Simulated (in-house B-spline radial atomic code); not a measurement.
**The erbium ion Er³⁺: [He] 2s2 (2p1/2)2 (2p3/2)3 3s2 3p6 3d10 4s2 4p6 4d10 4f12 5s2 5p6 (with a hole in an inner shell)**

Computed with a radial B-spline atomic code at the basis-set limit: Dirac-Kohn-Sham B3LYP, spherical fractional occupations, Fermi nucleus of rms radius 5.2516 fm.

Effective charges: Z_r = [3n² - l(l+1)]/(2<r>) from the radius, Z_e = n√(-2ε) from the energy, and Slater's rules. Values are occupation-weighted means over j. An effective charge above Z reflects the relativistic contraction of the inner shells.

```tsv
shell	electrons	ε (eV)	<r> (bohr)	Z_r	Z_e	Slater
1s	2	-57715	0.02036	73.66	65.13	67.70
2s	2	-9862.2	0.0855	70.17	53.85	64.20
2p	5	-8862.7	0.0754	66.31	51.05	64.20
3s	2	-2261.9	0.2226	60.64	38.68	57.60
3p	6	-1932.3	0.2209	56.58	35.75	57.60
3d	10	-1502.1	0.2002	52.46	31.52	47.85
4s	2	-477.13	0.5021	47.80	23.69	41.25
4p	6	-366.04	0.5301	43.39	20.75	41.25
4d	10	-210.99	0.5709	36.78	15.75	29.85
5s	2	-85.181	1.224	30.64	12.51	13.05
5p	6	-57.758	1.421	25.69	10.30	13.05
4f	12	-38.393	0.7413	24.28	6.72	19.15
```

The least bound orbital is 4f7/2 at -37.83 eV, while the most diffuse is 5p3/2 (<r> = 1.452 bohr against 0.7469 bohr): energy order and size order differ. The part-filled 2p shell lies below the filled 5p shell in orbital energy.

For the 1s electron the small component carries 6.48 % of the norm, the zero-frequency Breit interaction raises the level by 180.6 eV, self-energy by 112.1 eV, and vacuum polarisation lowers it by 19.39 eV.

Caution: exact exchange at fractional occupations of open shells leaves self-interaction of up to several eV.
